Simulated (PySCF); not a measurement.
Spin-orbit coupling and the first ionisation energy along the lanthanides

Two-component X2C-1e calculated with PySCF 2.14: MP2 on generalised Hartree-Fock spinors (GMP2), with spin-orbit coupling off and on (screened by Boettger's factors); no Breit or QED terms. Values in eV; the references (NIST) lie between the lowest levels. Elements whose determinants are no pure J levels are left out.

```tsv
element	configurations	spin-free	with spin-orbit	shift	reference
Eu (x2c-SVPall-2c, [Ar] 3d10 frozen)	[Xe] 4f7 6s2 → [Xe] 4f7 6s1	5.433	5.435	0.002	5.670
Tb (x2c-SVPall-2c, [Ar] 3d10 frozen)	[Xe] 4f9 6s2 → [Xe] 4f9 6s1	5.612	5.614	0.003	5.864
Dy (x2c-SVPall-2c, [Ar] 3d10 frozen)	[Xe] 4f10 6s2 → [Xe] 4f10 6s1	5.688	5.691	0.003	5.939
Ho (x2c-SVPall-2c, [Ar] 3d10 frozen)	[Xe] 4f11 6s2 → [Xe] 4f11 6s1	5.767	5.770	0.003	6.021
Er (x2c-SVPall-2c, [Ar] 3d10 frozen)	[Xe] 4f12 6s2 → [Xe] 4f12 6s1	5.847	5.850	0.003	6.108
Tm (x2c-SVPall-2c, [Ar] 3d10 frozen)	[Xe] 4f13 6s2 → [Xe] 4f13 6s1	5.921	5.925	0.003	6.184
Yb (x2c-SVPall-2c, [Ar] 3d10 frozen)	[Xe] 4f14 6s2 → [Xe] 4f14 6s1	5.994	5.998	0.003	6.254
Lu (x2c-SVPall-2c, [Ar] 3d10 frozen)	[Xe] 4f14 5d1 6s2 → [Xe] 4f14 6s2	5.060	5.240	0.180	5.426
```

The largest shift is at Lu, 0.180 eV, where spin-orbit coupling lowers the species with more electrons by more than the one with fewer (starting occupations 5d3/2^1 and closed).

What remains against the references is mostly the basis and correlation beyond MP2.
